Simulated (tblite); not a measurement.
C₂H₇NOSi₂.
Atom-mapped SMILES: `[CH3:1][Si@@H:2]([C:3]#[N:4])[O:5][SiH3:6]` (hydrogens: H7, H8, H9 on C1; H10 on Si2; H11, H12, H13 on Si6)

A start from a force field or distance geometry was refined with GFN2-xTB geometry optimisation, gas phase in tblite 0.8.0. Values at the start:

| coordinate | start |
| --- | --- |
| C1–Si2 | 1.872 Å |
| C1–H7 | 1.105 Å |
| Si2–C3 | 1.796 Å |
| Si2–O5 | 1.699 Å |
| Si2–H10 | 1.467 Å |
| C3≡N4 | 1.164 Å |
| O5–Si6 | 1.687 Å |
| Si6–H11 | 1.480 Å |
| C1–Si2–C3 | 108.7° |
| C1–Si2–O5 | 107.6° |
| Si2–C3–N4 | 179.3° |
| Si2–O5–Si6 | 115.0° |
| C3–Si2–O5 | 113.2° |

Question: How do these coordinates change at the GFN2-xTB level?

Answer: 
| coordinate | GFN2-xTB (Å or °) | change |
| --- | --- | --- |
| Si2–O5 | 1.615 | -0.084 |
| Si2–C3 | 1.876 | +0.080 |
| O5–Si6 | 1.625 | -0.062 |
| C1–Si2 | 1.893 | +0.021 |
| C3≡N4 | 1.145 | -0.019 |
| C1–H7 | 1.087 | -0.018 |
| Si6–H11 | 1.462 | -0.018 |
| Si2–H10 | 1.462 | -0.005 |
| Si2–O5–Si6 | 173.2 | +58.2 |
| C3–Si2–O5 | 106.9 | -6.3 |
| C1–Si2–O5 | 110.6 | +3.0 |
| C1–Si2–C3 | 108.3 | -0.4 |
| Si2–C3–N4 | 179.6 | +0.3 |

The energy falls by 70.8 kJ/mol over 100 L-BFGS steps, the largest force on an atom goes from 4.03 to 0.006 eV/Å, and the atoms move by 0.573 Å rms after alignment. The bond that changes most is Si2–O5 (oxygen-bound silicon to siloxane oxygen), which shortens by 0.084 Å. Bonds longer at the end by more than 0.005 Å: 2 of 12; shorter: 9. Among the dihedrals that turn most is H8–C1–Si2–O5, from 110° to 58°. Rotational constants go from 2667, 1915, 1330 to 3093, 1391, 1055 MHz.

Its lowest GFN2-xTB frequency is 8 cm⁻¹, too small to tell a flat minimum from a shallow saddle. 2 starts were optimised and ended at 0.00 and 0.04 kcal/mol (GFN2-xTB); the lowest of these is shown.

All values are computed, not measured.
